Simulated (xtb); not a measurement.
BGeH5O, SMILES B[O][GeH3]. All values are semi-empirical tight-binding results from xtb (GFN2-xTB unless named), good for trends rather than for accurate numbers. The structure is a stationary point at GFN2-xTB.

Optimised geometry:

```xyz
8

O     -0.3293    -1.0210     0.0000
Ge     0.0268     0.6788     0.0000
H     -0.6367     1.1735     1.2479
H     -0.6367     1.1735    -1.2479
H      1.5081     0.9498     0.0000
B      0.1648    -2.2500     0.0000
H      1.3260    -2.4613     0.0000
H     -0.6076    -3.1391     0.0000
```

For metal compounds this method's bond lengths and energies can be far off.

Computed properties:
- point group as xtb finds it = Cs
- orbital gap = 5.16 eV
- zero-point energy = 28.6 kcal/mol
- G − E(el) at 298.15 K (modified RRHO) = 10.8 kcal/mol

**Question.** Give the atomic charges and the Wiberg bond orders between heavy atoms. (An estimate is asked for; the answer gives what the named calculation found.)

**Answer.** charges (e) O1 -0.34, Ge2 0.20, H3 0.01, H4 0.01, H5 0.00, B6 0.34, H7 -0.12, H8 -0.10. Bond orders O1–Ge2 1.08, O1–B6 1.28.
